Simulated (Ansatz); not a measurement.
Gas-phase reaction in SMILES: Cl[SiH2][SiH2]Cl -> Cl[SiH][SiH2]Cl + H atom (the H-Si bond breaks)

Quantity: bond dissociation energy (electronic), in kcal/mol. Set-up: valence correlation only; LANL2DZ with its own core potentials from Na on; non-relativistic; no dispersion term unless named; six Cartesian d functions in 6-31G* and its kin unless marked 5d; 6-311+G** with 5d, 6d on Na to Ar in Ansatz (an electronic-structure program); open shells spin-unrestricted; no spin-orbit coupling. CBS marks a two-point X^-3 extrapolation of the correlation energy; Hartree-Fock from the larger set. Ab initio and DFT rows: single points at B3LYP-D3(BJ) geometries (Ansatz).

Coupled cluster (Ansatz) is a level with limits of its own, used here on species with T1 under 0.025 (0.045 for open shells) and stable references: CCSD(T)/CBS(aug-cc-pV(T+d)Z,aug-cc-pV(Q+d)Z).

Value to compare with, CCSD(T)/CBS(aug-cc-pV(T+d)Z,aug-cc-pV(Q+d)Z) (Ansatz): 93.6 kcal/mol.

```json
[
 {"level": "PBE/STO-3G", "program": "Ansatz", "bond dissociation energy (electronic) (kcal/mol)": "118.2", "difference": "24.6"},
 {"level": "PBE/3-21G", "program": "Ansatz", "bond dissociation energy (electronic) (kcal/mol)": "85.7", "difference": "-7.9"},
 {"level": "PBE/LANL2DZ", "program": "Ansatz", "bond dissociation energy (electronic) (kcal/mol)": "87.2", "difference": "-6.4"},
 {"level": "PBE/6-31G*", "program": "Ansatz", "bond dissociation energy (electronic) (kcal/mol)": "87.0", "difference": "-6.6"},
 {"level": "PBE/def2-SVP", "program": "Ansatz", "bond dissociation energy (electronic) (kcal/mol)": "86.4", "difference": "-7.2"},
 {"level": "PBE/6-311+G**", "program": "Ansatz", "bond dissociation energy (electronic) (kcal/mol)": "86.3", "difference": "-7.3"},
 {"level": "PBE/def2-TZVPD", "program": "Ansatz", "bond dissociation energy (electronic) (kcal/mol)": "86.4", "difference": "-7.2"}
]
```

Among the 6 habitual levels, PBE/STO-3G lies farthest from CCSD(T)/CBS(aug-cc-pV(T+d)Z,aug-cc-pV(Q+d)Z) (Ansatz) (24.6 kcal/mol); 1 of 6 lie above it, and their mean absolute difference is 10.0 kcal/mol, the median 7.2. One case shows no general order.

The sets are all those run for this method; left out are runs that failed, that the program found above a lower state of the same kind, or whose <S^2> lies over 0.5 above the pure value.
